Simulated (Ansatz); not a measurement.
`[NH2][Mo]([NH2])(=[O])=[S]` + H–F → `[NH2][Mo](=[O])([F])=[S]` + NH₃ at 600 K and 1 bar (ligand exchange at a Mo–N bond).

Calculated with Ansatz (gas phase, PBE0-D4/def2-TZVP geometries, no zero-point term in ΔE). CBS: MP2 limit from def2 TZ/QZ plus the TZ coupled-cluster correction, frozen cores. This one scheme is used for every species. Elements past krypton have def2 core potentials. For Mo outer-core shells are correlated without core-valence functions, which leaves a few kJ/mol of doubt a bond. One conformer a species, not always the lowest.

```csv
species,CCSD(T)/CBS energy (Eh),H − E (kJ/mol),S (J/(mol·K))
`[NH2][Mo]([NH2])(=[O])=[S]`,-653.02778,210.3,454.2
H–F,-100.39570,42.3,194.0
`[NH2][Mo](=[O])([F])=[S]`,-696.93442,141.0,420.1
NH₃,-56.50880,112.4,219.5
```

H − E and S are ideal-gas, rigid-rotor, harmonic terms from PBE0-D4/def2-TZVP, for one conformer and one mirror image of each species. 1 Eh = 2625.50 kJ/mol, R = 8.31446 J/(mol·K).

Question: By hand: ΔE, ΔH, ΔS and ΔG.

Answer: ΔE = (-696.93442) + (-56.50880) − (-653.02778) − (-100.39570) = -0.01974 Eh = -51.8 kJ/mol. Δ(H − E) = 141.0 + 112.4 − 210.3 − 42.3 = 0.8, so ΔH = -51.0 kJ/mol. ΔS = 420.1 + 219.5 − 454.2 − 194.0 = -8.6 J/(mol·K). ΔG = -51.0 − 600 × (-8.6)/1000 = -45.8 kJ/mol.

Question: By hand: the equilibrium constant, and the temperature at which ΔG would vanish if ΔH and ΔS stayed fixed.

Answer: log₁₀ K = −ΔG/(RT ln 10) = 4.0. ΔG = 0 at ΔH/ΔS = 5930 K, far beyond where these terms or the molecules hold.

The number of gas molecules stays the same, so ΔS is small and ΔH decides. A doubt of 5 kJ/mol in ΔE shifts log₁₀ K by 0.4 here. Other conformers and mirror images would add mixing entropy, several J/(mol·K) or more a flexible species. These are equilibria of isolated gas molecules and say nothing of rates. Largest T1 diagnostic: 0.025 (customary marks: 0.02 for closed shells, 0.045 for open ones).
